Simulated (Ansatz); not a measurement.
Relaxation of C$_{2}$H$_{5}$NSi (9 atoms, charge 0, multiplicity 1), to a largest force component of 0.015 eV/Å in at most 40 steps.

Theory: RKS B3LYP/def2-SVP (Ansatz 0.2.0).

```xyz
9
Properties=species:S:1:pos:R:3
Si 0.009 0.669 -1.016
N -0.684 -0.032 0.334
C -1.791 0.246 1.022
C -0.648 0.385 1.619
H 1.397 0.335 -1.158
H -0.157 2.202 -0.890
H -0.739 0.250 -2.229
H -2.460 1.169 0.845
H -0.224 1.204 2.054
```

Task: Where does it end, and by what steps?

Result: The run converged. After 10 steps the energy has fallen by 1.863 eV; H8 moved furthest, 0.61 Å.

| step | energy less start (eV) | largest force component (eV/Å) | accepted |
| --- | --- | --- | --- |
| 0 | 0.0000 | 6.067 | yes |
| 1 | -0.9500 | 2.146 | yes |
| 2 | -1.3717 | 0.993 | yes |
| 3 | -1.5076 | 3.928 | yes |
| 4 | -1.7298 | 1.652 | yes |
| 5 | -1.8280 | 0.390 | yes |
| 6 | -1.8432 | 0.428 | yes |
| 7 | -1.8620 | 0.063 | yes |
| 8 | -1.8628 | 0.025 | yes |
| 9 | -1.8629 | 0.018 | yes |
| 10 | -1.8629 | 0.004 | yes |

```xyz
9
Properties=species:S:1:pos:R:3
Si 0.037 0.727 -1.139
N -0.684 -0.002 0.303
C -1.823 0.655 1.053
C -0.687 0.700 1.643
H 1.462 0.292 -1.206
H -0.013 2.231 -1.168
H -0.690 0.201 -2.330
H -2.899 0.754 0.958
H 0.001 0.870 2.464
```

Whether the end is a true minimum wasn't checked by a vibrational analysis.

Time of the run: 100 s on 1 thread of AMD EPYC (Zen 3) (shared host), peak memory 0.17 GiB.
